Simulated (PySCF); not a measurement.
An unknown shows these calculated signals:

¹H NMR (300 MHz, computed): δ 5.32 (m, 1H), 4.92 (m, 1H), 4.61 (m, 1H), 1.10 (m, 2H), 0.23 (br s, 2H).

¹³C{¹H} NMR (computed): δ 143.4 (C).

PySCF 2.14.0 with density-fitted response routines calculation with structure optimised with GFN2-xTB and σ from GIAO-PBE0/pcSseg-1; fast rotation and ring inversion assumed for equivalent nuclei, isolated molecule, non-relativistic Hamiltonian, one computed conformer.

δ = σ(ref) − σ, references computed at the same level: ¹H and ¹³C against TMS.

Which of these does the molecule contain: a CH3CH2 unit, an N-methyl group, a Si–H bond, a non-aromatic C=C double bond, an NH or NH2 group, a CF3 group?

Answers


- A CH3CH2 unit: no.
- An N-methyl group: no.
- A Si–H bond: yes (δH 4.92 (m), 5.32 (m)).
- A non-aromatic C=C double bond: no.
- An NH or NH2 group: yes (δH 0.23 (br s)).
- A CF3 group: yes (δC 143.4).

The data belong to `N[SiH2][Si@@H](P)C(F)(F)F`, CH₇F₃NPSi₂; they needn't prove each group on their own.

Carbon signals by region: 1 in the sp2 and nitrile region (100–160 ppm).

OH/NH shifts are gas-phase values; hydrogen bonding in solution moves them, usually downfield. Splittings by ¹⁹F and ³¹P in the carbon and heteronuclear signals aren't shown, as no couplings were computed. Shifts are as computed. Against solution values, carbons near 30 ppm lie about +3 ppm off and those near 130 ppm about +5 ppm. Of 1211 compounds with measured shifts, 218 miss one by over three times the rms of a fit or turn the order of signals round; such compounds aren't used in these exercises. Multiplicities follow the n + 1 count of equivalent neighbours, as no J values were calculated; m marks all less simple cases, F and P coupling included.
